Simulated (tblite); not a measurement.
C₅H₇F₃O.
SMILES with atom numbers: `[F:1][CH:2]([F:3])[C@H:4]([F:5])[CH:6]1[CH2:7][O:8][CH2:9]1` (hydrogens: H10 on C2; H11 on C4; H12 on C6; H13, H14 on C7; H15, H16 on C9)

The geometry is computed with GFN2-xTB (gas phase).

(1) Give the optimised bond lengths and angles.

Results:

(1) 
| bond | length (bohr) |
| --- | --- |
| F1–C2 | 2.556 |
| C2–F3 | 2.550 |
| C2–C4 | 2.905 |
| C4–F5 | 2.602 |
| C4–C6 | 2.872 |
| C6–C7 | 2.900 |
| C7–O8 | 2.700 |
| O8–C9 | 2.699 |
| C6–C9 | 2.900 |
| C2–H10 | 2.080 |
| C4–H11 | 2.075 |
| C6–H12 | 2.060 |
| C7–H13 | 2.064 |
| C7–H14 | 2.066 |
| C9–H15 | 2.064 |
| C9–H16 | 2.067 |

A selection of angles:
| angle | degrees |
| --- | --- |
| F1–C2–F3 | 106.3 |
| F1–C2–C4 | 109.9 |
| F1–C2–H10 | 108.5 |
| F3–C2–C4 | 112.1 |
| F3–C2–H10 | 108.2 |
| C4–C2–H10 | 111.6 |
| C2–C4–F5 | 107.6 |
| C2–C4–C6 | 112.8 |
| C2–C4–H11 | 108.0 |
| F5–C4–C6 | 109.9 |
| F5–C4–H11 | 106.5 |
| C6–C4–H11 | 111.6 |
| C4–C6–C7 | 115.8 |
| C4–C6–C9 | 116.0 |
| C4–C6–H12 | 109.4 |
| C7–C6–C9 | 84.5 |
| C7–C6–H12 | 115.0 |
| C9–C6–H12 | 114.5 |
| C6–C7–O8 | 91.5 |
| C6–C7–H13 | 115.3 |
| C6–C7–H14 | 115.6 |
| O8–C7–H13 | 112.1 |
| O8–C7–H14 | 111.8 |
| H13–C7–H14 | 109.5 |
| C7–O8–C9 | 92.5 |
| O8–C9–H15 | 112.1 |
| O8–C9–H16 | 112.0 |
| C6–C9–O8 | 91.5 |
| C6–C9–H15 | 115.4 |
| C6–C9–H16 | 115.3 |
| H15–C9–H16 | 109.5 |

Torsions: F1–C2–C4–F5 -154° (antiperiplanar); C2–C4–C6–C7 -70° (synclinal); C4–C6–C7–O8 -117° (anticlinal); C6–C7–O8–C9 1° (synperiplanar); C7–O8–C9–C6 -1° (synperiplanar); C4–C6–C9–O8 117° (anticlinal).

The 3 C–F bonds span 1.350 Å (C2–F3, drawn single) to 1.377 Å (C4–F5, drawn single), a spread of 0.027 Å. The 4-membered ring C6–C7–O8–C9 has internal angles of 84.5° to 92.5° (sum 360°, against 360° for a flat polygon); it is planar, 0.00 Å rms from its mean plane, widest ring torsion 1°. Of the pairs four or more bonds apart, F3···H12 is among the closest relative to their van der Waals radii: 2.49 Å, 93 % of the sum of Bondi's values.

Point group: C1 (no symmetry element, even within 0.4 Å). Its GFN2-xTB frequencies are all real (lowest 36 cm⁻¹). The numbers are those of one conformer. 2 starts were optimised and ended at 0.00 and 4.25 kcal/mol (GFN2-xTB); the lowest of these is shown.
